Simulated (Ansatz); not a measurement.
Reaction (hydrogenolysis of a Ge–O bond): `C[O][GeH]([OH])[OH]` + H₂ → `[OH][GeH2][OH]` + CH₃OH

Gas-phase electronic energies from Ansatz, PBE0-D4/def2-TZVP geometries. CBS: MP2 limit from def2 TZ/QZ plus the TZ coupled-cluster correction, frozen cores. This one scheme is used for every species. DFT in def2-TZVPP. B3LYP here is the variant with VWN-RPA as its local correlation; programs differ in this. HSE06 is defined as in plane-wave codes. For Ge outer-core shells are correlated without core-valence functions, which leaves a few kJ/mol of doubt a bond. Scalar relativity is left out up to krypton. Each species was taken in one conformer, which may not be the lowest.

`C[O][GeH]([OH])[OH]`:

```xyz
11

C     1.177   -1.132    0.697
O    -0.056   -0.899    0.053
Ge   -0.725    0.737   -0.016
O    -2.231    0.505   -0.898
O     0.317    1.831   -0.924
H     1.383   -2.204    0.651
H     2.000   -0.600    0.207
H     1.153   -0.836    1.754
H    -0.889    1.365    1.368
H    -2.410   -0.432   -1.022
H     0.282    1.665   -1.870
```

H₂:

```xyz
2

H    -0.335    0.132    0.099
H     0.335   -0.132   -0.099
```

`[OH][GeH2][OH]`:

```xyz
7

O    -0.561   -1.455    0.113
Ge    0.202    0.116    0.439
O     1.000    0.742   -1.015
H    -1.475   -1.382   -0.166
H    -0.888    1.105    0.902
H     1.334   -0.146    1.426
H     0.389    1.019   -1.700
```

CH₃OH:

Cartesian coordinates in Å:
```
C -0.321 0.045 -0.148
O 0.659 -0.563 0.661
H -1.235 -0.538 -0.036
H -0.045 0.045 -1.210
H -0.534 1.077 0.158
H 1.476 -0.067 0.576
```

Is it downhill or uphill in electronic energy at CCSD(T)/CBS, and by how much? (Estimate.)

Computed: Uphill: ΔE = +37.0 kJ/mol.

What do these levels give: LDA (SPW92), BLYP-D4, B3LYP-D4, HSE06-D4, BHLYP-D4, PBE-QIDH, BLYP, r2SCAN, LC-ωPBE, HF/def2-SVP, SCS-MP2/def2-TZVPP, MP2/CBS(def2)? (Estimate.)

Computed: LDA (SPW92) 30.7, BLYP-D4 38.3, B3LYP-D4 35.3, HSE06-D4 29.0, BHLYP-D4 34.7, PBE-QIDH 33.2, BLYP 25.2, r2SCAN 37.6, LC-ωPBE 26.5, HF/def2-SVP 20.9, SCS-MP2/def2-TZVPP 40.9, MP2/CBS(def2) 42.8 kJ/mol.

Largest T1 diagnostic among the species: 0.012.

The D4 term adds +10.2 kJ/mol with B3LYP and +5.7 kJ/mol with PBE0; it sums over pairs of atoms, weighted by their polarisabilities, and B3LYP, whose exchange is more repulsive, gets the larger term. From r2SCAN to r2SCAN0 (25 % exact exchange), in def2-TZVPP and without D4, ΔE moves by −4.0 kJ/mol. Leaving LDA and LC-ωPBE aside and taking each functional with its dispersion term where it has one, the values, not all of them listed here, spread over 10.5 kJ/mol, from HSE06-D4 to r2SCAN-D4. LDA lies +6.0 kJ/mol from PBE without D4.
